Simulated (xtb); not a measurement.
C₂H₆Zn, charge +1, doublet, from a rough starting geometry (GFN-xTB shapes and energies of metal compounds can be far from the true ones) (a state made from the parent by changing its charge; the spin is typed, not shown lowest); GFN2-xTB (xtb).

The xtb input:
```
$ xtb mol.xyz --gfn 2 --chrg 1 --uhf 1 --opt vtight --json

# file mol.xyz
9

Zn    -0.01701550    -0.01820846     0.00025729
C      1.52595318     0.21995401    -1.27772873
H      2.29207620    -0.53812030    -1.15878088
H      2.12037938     1.11565947    -1.08440317
H      1.22762481     0.27875533    -2.29684890
C     -1.60138786    -0.22548734     1.25749602
H     -2.11718209    -1.12248995     1.02770786
H     -2.30067724     0.61382905     1.18034775
H     -1.24729091    -0.24768852     2.31471721
```

What the program printed (banner, timings and long lists left out):

```
   ID    Z sym.   atoms
    1   30 Zn     1
    2    6 C      2, 6
    3    1 H      3-5, 7-9

           -------------------------------------------------
          |                Calculation Setup                |
           -------------------------------------------------

           -------------------------------------------------
          |                 G F N 2 - x T B                 |
           -------------------------------------------------

          ...................................................
          :                      SETUP                      :
          :.................................................:
          :  # basis functions                  18          :
          :  # atomic orbitals                  18          :
          :  # shells                           12          :
          :  # electrons                        15          :
          :  max. iterations                   250          :
          :  Hamiltonian                  GFN2-xTB          :
          :  restarted?                      false          :
          :  GBSA solvation                  false          :
          :  PC potential                    false          :
          :  electronic temp.          300.0000000     K    :
          :  accuracy                    1.0000000          :
          :  -> integral cutoff          0.2500000E+02      :
          :  -> integral neglect         0.1000000E-07      :
          :  -> SCF convergence          0.1000000E-05 Eh   :
          :  -> wf. convergence          0.1000000E-03 e    :
          :  Broyden damping             0.4000000          :
          :  net charge                          1          :
          :  unpaired electrons                  1          :
          ...................................................

 iter      E             dE          RMSdq      gap      omega  full diag
   1     -7.3698685 -0.736987E+01  0.131E+01    4.58       0.0  T
   2     -7.3929840 -0.231155E-01  0.390E+00    5.72       1.0  T
   3     -7.3690482  0.239358E-01  0.520E+00    4.34       1.0  T
   4     -7.4566363 -0.875881E-01  0.727E-01    4.84       1.0  T
   5     -7.4576928 -0.105654E-02  0.108E-01    4.96       1.0  T
   6     -7.4577871 -0.942471E-04  0.747E-02    4.93       1.0  T
   7     -7.4578060 -0.189265E-04  0.604E-02    4.93       1.0  T
   8     -7.4578222 -0.161629E-04  0.122E-02    4.94       2.7  T
   9     -7.4578219  0.240747E-06  0.115E-02    4.94       2.9  T
  10     -7.4578222 -0.266351E-06  0.907E-04    4.94      36.7  T
  11     -7.4578222 -0.680669E-08  0.598E-04    4.94      55.8  T

   *** convergence criteria satisfied after 11 iterations ***

         :::::::::::::::::::::::::::::::::::::::::::::::::::::
         ::                     SUMMARY                     ::
         :::::::::::::::::::::::::::::::::::::::::::::::::::::
         :: total energy              -7.345222436142 Eh    ::
         :: gradient norm              0.062738595381 Eh/a0 ::
         :: HOMO-LUMO gap              4.936705486713 eV    ::
         ::.................................................::
         :: SCC energy                -7.457820744889 Eh    ::
         :: -> isotropic ES            0.134304654689 Eh    ::
         :: -> anisotropic ES         -0.013555727015 Eh    ::
         :: -> anisotropic XC          0.008839609385 Eh    ::
         :: -> dispersion             -0.002258867225 Eh    ::
         :: repulsion energy           0.112598308747 Eh    ::
         :: add. restraining           0.000000000000 Eh    ::
         :: total charge               1.000000000000 e     ::
         :::::::::::::::::::::::::::::::::::::::::::::::::::::

      -----------------------------------------------------------
     |                   =====================                   |
     |                        A N C O P T                        |
     |                   =====================                   |
     |               Approximate Normal Coordinate               |
     |                Rational Function Optimizer                |
      -----------------------------------------------------------
      -----------------------------------------------------------
     |                   =====================                   |
     |                        A N C O P T                        |
     |                   =====================                   |
     |               Approximate Normal Coordinate               |
     |                Rational Function Optimizer                |
      -----------------------------------------------------------

          ...................................................
          :                      SETUP                      :
          :.................................................:
          :   optimization level         verytight          :
          :   max. optcycles                   200          :
          :   ANC micro-cycles                  20          :
          :   degrees of freedom                21          :
          :.................................................:
          :   RF solver                   davidson          :
          :   write xtbopt.log                true          :
          :   linear?                        false          :
          :   energy convergence         0.1000000E-06 Eh   :
          :   grad. convergence          0.2000000E-03 Eh/α :
          :   maxmium RF displ.          1.0000000          :
          :   Hlow (freq-cutoff)         0.1000000E-01      :
          :   Hmax (freq-cutoff)         5.0000000          :
          :   S6 in model hess.         20.0000000          :
          ...................................................

generating ANC from exact Hessian ...
Using Lindh-Hessian (1995)
 Shifting diagonal of input Hessian by    1.0751642557012728E-002
 Lowest  eigenvalues of input Hessian
    0.010000    0.000000    0.000000    0.000000    0.000000    0.000000
[...]
 * total energy  :    -7.3452224 Eh     change       -0.2235283E-08 Eh
 * total energy  :    -7.3527712 Eh     change       -0.7548744E-02 Eh
 * total energy  :    -7.3538341 Eh     change       -0.1062910E-02 Eh
 * total energy  :    -7.3539646 Eh     change       -0.1304887E-03 Eh
 * total energy  :    -7.3539978 Eh     change       -0.3320552E-04 Eh
 * total energy  :    -7.3540039 Eh     change       -0.6103255E-05 Eh
 * total energy  :    -7.3540051 Eh     change       -0.1204846E-05 Eh
 * total energy  :    -7.3540051 Eh     change       -0.5268311E-07 Eh
   *** GEOMETRY OPTIMIZATION CONVERGED AFTER 8 ITERATIONS ***
[...]
          :  net charge                          1          :
          :  unpaired electrons                  1          :
          ...................................................

 iter      E             dE          RMSdq      gap      omega  full diag
   1     -7.4619627 -0.746196E+01  0.569E-05    4.35       0.0  T
   2     -7.4619627  0.635758E-11  0.466E-05    4.35     714.8  T
   3     -7.4619627 -0.228191E-10  0.204E-05    4.35    1637.7  T

   *** convergence criteria satisfied after 3 iterations ***

         :::::::::::::::::::::::::::::::::::::::::::::::::::::
         ::                     SUMMARY                     ::
         :::::::::::::::::::::::::::::::::::::::::::::::::::::
         :: total energy              -7.354005146516 Eh    ::
         :: gradient norm              0.000054193736 Eh/a0 ::
         :: HOMO-LUMO gap              4.345036558174 eV    ::
         ::.................................................::
         :: SCC energy                -7.461960849240 Eh    ::
         :: -> isotropic ES            0.131738857439 Eh    ::
         :: -> anisotropic ES         -0.015128766451 Eh    ::
         :: -> anisotropic XC          0.009850192340 Eh    ::
         :: -> dispersion             -0.002252033397 Eh    ::
         :: repulsion energy           0.107955702724 Eh    ::
         :: add. restraining           0.000000000000 Eh    ::
         :: total charge               1.000000000000 e     ::
         :::::::::::::::::::::::::::::::::::::::::::::::::::::

           -------------------------------------------------
          |                Property Printout                |
           -------------------------------------------------

    * Orbital Energies and Occupations

         #    Occupation            Energy/Eh            Energy/eV
      -------------------------------------------------------------
         1        2.0000           -0.7976970             -21.7064
         2        2.0000           -0.7945059             -21.6196
         3        2.0000           -0.6885163             -18.7355
         4        2.0000           -0.6842199             -18.6186
         5        2.0000           -0.6842172             -18.6185
         6        2.0000           -0.6805833             -18.5196
         7        2.0000           -0.6805805             -18.5195
         8        1.0000           -0.5908829             -16.0787 (HOMO)
         9                         -0.4312058             -11.7337 (LUMO)
        10                         -0.2888348              -7.8596
        11                         -0.2888340              -7.8596
        12                         -0.0893929              -2.4325
        13                         -0.0359614              -0.9786
        14                          0.0329872               0.8976
        15                          0.0330187               0.8985
        16                          0.0374798               1.0199
        17                          0.0375114               1.0207
        18                          0.6193667              16.8538
      -------------------------------------------------------------
                  HL-Gap            0.1596772 Eh            4.3450 eV
             Fermi-level           -0.5733880 Eh          -15.6027 eV

     #   Z          covCN         q      C6AA      α(0)
     1  30 Zn       1.622     0.322   121.266    21.511
     2   6 C        3.586    -0.126    23.667     7.056
     3   1 H        0.925     0.155     1.360     1.824
     4   1 H        0.925     0.155     1.360     1.823
     5   1 H        0.925     0.155     1.360     1.823
     6   6 C        3.586    -0.125    23.668     7.056
     7   1 H        0.925     0.155     1.360     1.824
     8   1 H        0.925     0.155     1.360     1.823
     9   1 H        0.925     0.155     1.360     1.823

 Mol. C6AA /au·bohr⁶  :        757.716615
 Mol. C8AA /au·bohr⁸  :      29754.285002
 Mol. α(0) /au        :         46.563852

Wiberg/Mayer (AO) data.
largest (>0.10) Wiberg bond orders for each atom

 ---------------------------------------------------------------------------
     #   Z sym  total        # sym  WBO       # sym  WBO       # sym  WBO
 ---------------------------------------------------------------------------
     1  30 Zn   1.582 --     2 C    0.685     6 C    0.685
     2   6 C    3.729 --     4 H    0.935     5 H    0.935     3 H    0.935
                             1 Zn   0.685     6 C    0.226
     3   1 H    0.976 --     2 C    0.935
     4   1 H    0.976 --     2 C    0.935
     5   1 H    0.976 --     2 C    0.935
     6   6 C    3.729 --     8 H    0.935     9 H    0.935     7 H    0.935
                             1 Zn   0.685     2 C    0.226
     7   1 H    0.976 --     6 C    0.935
     8   1 H    0.976 --     6 C    0.935
     9   1 H    0.976 --     6 C    0.935
 ---------------------------------------------------------------------------

Topologies differ in total number of bonds
Writing topology from bond orders to xtbtopo.mol

molecular dipole:
                 x           y           z       tot (Debye)
 q only:       -0.025       0.016      -0.008
   full:       -0.025       0.016      -0.008       0.078
molecular quadrupole (traceless):
                xx          xy          yy          xz          yz          zz
 q only:        5.197       1.680      -6.260      -9.407      -1.352       1.063
  q+dip:        4.833       1.562      -5.821      -8.747      -1.257       0.988
   full:        4.127       1.334      -4.971      -7.469      -1.073       0.844

optimized geometry written to: xtbopt.xyz

           -------------------------------------------------
          | TOTAL ENERGY               -7.354005146516 Eh   |
          | GRADIENT NORM               0.000054193736 Eh/α |
          | HOMO-LUMO GAP               4.345036558174 eV   |
           -------------------------------------------------

normal termination of xtb
```
